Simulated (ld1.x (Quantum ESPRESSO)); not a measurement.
# Plane-wave convergence, TM potential for Os (Z = 76)

* Element: osmium (Os)
* Generator: ld1.x (Quantum ESPRESSO) 7.5
* Type: norm-conserving Troullier–Martins (Kleinman–Bylander form)
* Functional: LDA (PZ)
* Relativity: scalar-relativistic
* Frozen core: [Xe] 4f14
* Valence charge: 8
* Reference configuration: 5d6 6s2 6p0
* Partial waves: 6s (bound): rc 2.15 bohr; 5d (bound): rc 2.30 bohr; 6p (bound, empty): rc 2.50 bohr
* Local potential: the p channel
* Core correction: none

The pseudo-atom Hamiltonian at the reference potential is diagonalised in spherical Bessel functions j_l(qr) that vanish at 20 bohr, with q² up to the cutoff. All-electron valence levels (Ry): 6s -0.4694, 5d -0.4750, 6p -0.1027.

**Question.** How do the lowest levels (Ry) of each channel move with the cutoff, and are there ghosts?

**Answer.**

| cutoff (Ry) | s #1 | s #2 | d #1 | p #1 | p #2 | f #1 | Σ f·Δε (mRy) |
| --- | --- | --- | --- | --- | --- | --- | --- |
| 8 | -0.6580 | -0.4622 | 0.0410 | -0.0990 | 0.0526 | 0.1138 | 3110.7 |
| 10 | -0.7664 | -0.4630 | -0.0121 | -0.0996 | 0.0525 | 0.1138 | 2790.0 |
| 12 | -0.7892 | -0.4648 | -0.1293 | -0.1007 | 0.0524 | 0.1138 | 2083.4 |
| 15 | -0.7900 | -0.4669 | -0.2564 | -0.1022 | 0.0521 | 0.1138 | 1316.8 |
| 18 | -0.7983 | -0.4686 | -0.3886 | -0.1025 | 0.0521 | 0.1138 | 520.2 |
| 21 | -0.8045 | -0.4687 | -0.4349 | -0.1025 | 0.0520 | 0.1138 | 241.9 |
| 30 | -0.8070 | -0.4690 | -0.4720 | -0.1027 | 0.0520 | 0.1138 | 19.0 |
| 35 | -0.8090 | -0.4693 | -0.4747 | -0.1027 | 0.0520 | 0.1138 | 2.3 |
| 40 | -0.8101 | -0.4693 | -0.4749 | -0.1027 | 0.0520 | 0.1138 | 0.7 |
| 45 | -0.8102 | -0.4693 | -0.4749 | -0.1027 | 0.0520 | 0.1138 | 0.7 |
| 50 | -0.8106 | -0.4694 | -0.4749 | -0.1027 | 0.0520 | 0.1138 | 0.5 |
| 400 | -0.8118 | -0.4694 | -0.4750 | -0.1027 | 0.0520 | 0.1138 | 0.0 |

Result: ghost state, extra bound levels that the all-electron valence spectrum of the same l lacks: s at -11.0 eV (a true bound ghost makes a file unfit for plane-wave use); 10 mRy is reached at 35 Ry and 1 mRy at 40 Ry.

3 of 9 tests not solved or not reliable.
